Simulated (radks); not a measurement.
Results of a calculation; reference values are marked as such.
Task: Ionisation of the lutetium ion Lu2+, [Xe] 4f14 6s1, to Lu3+, [Xe] 4f14, under several functionals. Dirac Kohn-Sham, spin-unpolarised, spherical densities, finite nucleus; a radial shooting solver on a logarithmic mesh with Libxc functionals. The NIST Atomic Spectra Database gives 20.959 eV (measured). Rank these functionals by the error of their Delta-SCF ionisation energy: BP86; PBE; exchange-only LDA; LDA (Slater exchange, Perdew-Wang correlation); exchange-only B88; BLYP.

Result: From best to worst: BP86 21.015 eV (+0.056); PBE 21.064 eV (+0.105); BLYP 21.267 eV (+0.308); LDA (Slater exchange, Perdew-Wang correlation) 21.290 eV (+0.330); exchange-only B88 20.420 eV (-0.540); exchange-only LDA 20.287 eV (-0.672). Spin polarisation and multiplet splitting are left out, so open shells lie too high by an amount that depends on their filling.

Beside tabulated values, note that spin-unpolarised runs miss the spin-polarisation part of the exchange energy of open shells.
